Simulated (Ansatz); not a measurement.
Cost and result up the ladder for Hg4O5 (9 atoms). The state is a singlet with charge 0. Geometry: B3LYP-D4/def2-SVP.

Cartesian coordinates in Å:
```
Hg 0.373 1.202 2.208
Hg 2.399 0.375 0.298
Hg 0.803 -1.625 -1.314
Hg -2.973 1.240 2.273
O 0.212 1.063 -0.968
O -1.265 -1.248 -1.273
O -0.812 1.071 -0.220
O 2.755 -1.410 -0.883
O -1.492 -0.668 -0.121
```

Ansatz on 4 threads of Arm Neoverse V1 on a shared host. Times are rough, and most runs start from the orbitals of an earlier one. No level here is sound enough to serve as a yardstick. Binding counts from free atoms at the same level (Hg singlet, O triplet; other spins of the atoms weren't run), without zero-point energy or a counterpoise term.

In the def2 sets Hg takes a core potential; there is no spin–orbit coupling. Correlated methods freeze 5 core orbitals; core or outer-core shells of Hg are correlated, in sets that lack core-valence functions. The structure holds 2 bonds between oxygen atoms, so isomers without such links may lie far lower. Another isomer (singlet) lies 0.12 eV lower at PBE0-D4/def2-TZVP; other spin states weren't run for this one.

Correlated methods converge slowly with the basis.

| level | functions | binding energy per atom (eV) | remarks |
| --- | --- | --- | --- |
| PBE0-D4/def2-TZVP | 327 | 1.19 | restricted SCF unstable in HF |
| PBE-D4/def2-TZVP (with forces) | 327 | 1.62 | restricted SCF unstable in HF |
| MP2/def2-TZVP | 327 | 1.20 | restricted SCF unstable |
| ωB97X-V/def2-TZVP | 327 | 1.18 | restricted SCF unstable in HF |
| B97M-V/def2-TZVP | 327 | 1.33 | restricted SCF unstable in HF |
| r2SCAN-D4/def2-TZVP | 327 | 1.39 | restricted SCF unstable in HF |

Question: Estimate how long each takes.

Answer: PBE-D4/def2-TZVP (with forces) 9.5 s; r2SCAN-D4/def2-TZVP 19 s; PBE0-D4/def2-TZVP 25 s; B97M-V/def2-TZVP 31 s; ωB97X-V/def2-TZVP 44 s; MP2/def2-TZVP 66 s. On shared hardware such times vary by a factor of up to 3.
